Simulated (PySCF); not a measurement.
N,N-dimethyl-1-methylsilylmethanamine (C4H13NSi), SMILES C[SiH2]CN(C)C. The structure is a stationary point at PBE-D3(BJ)/def2-SVP. Other conformers were not sampled.

Computed equilibrium geometry at PBE-D3(BJ)/def2-SVP (PySCF confirms it by a frequency run) as a Z-matrix (one conformer of several):
```
C
H 1 1.1134
H 1 1.1299 2 105.12
N 1 1.4552 2 108.45 3 -120.90
C 4 1.4495 1 113.31 2 179.71
H 5 1.1092 4 110.00 1 176.71
H 5 1.1093 6 107.59 4 120.62
H 5 1.1255 6 107.57 7 115.35
C 4 1.4504 5 111.91 6 -55.22
H 9 1.1094 4 110.14 5 174.79
H 9 1.1097 10 107.87 4 120.22
H 9 1.1253 10 107.51 11 115.79
Si 1 1.9110 2 105.17 3 114.05
H 13 1.5068 1 109.56 2 73.36
H 13 1.5083 14 107.86 1 -121.39
C 13 1.8921 14 110.62 15 -119.16
H 16 1.1085 13 111.00 14 61.53
H 16 1.1090 17 107.96 13 121.91
H 16 1.1092 17 107.84 18 116.53
```
